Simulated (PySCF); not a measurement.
**How methods differ on the excitation energy of Mn⁺**

Mn⁺ [Ar] 3d5 4s1 (7S) → Mn⁺ [Ar] 3d6 (5D), as a difference of total energies. Computed with PySCF 2.14 in aug-cc-pVTZ, with no relativity, point nucleus. Correlated levels: valence: [Ar] frozen. The calculations carry no spin-orbit coupling.

Question: Order these methods by the excitation energy they give, lowest first.
A. CCSD(T) (valence)
B. MP2 (valence)
C. UHF
D. CCSD (valence)

Answer: B (1.798 eV), A (1.856 eV), D (1.937 eV), C (3.233 eV).

These non-relativistic numbers lack the scalar-relativistic shift.

Errors of the correlated levels include the incompleteness of this basis and the frozen core.

For comparison: 1.808 eV (measured; NIST levels, between the centres of gravity of the two terms).
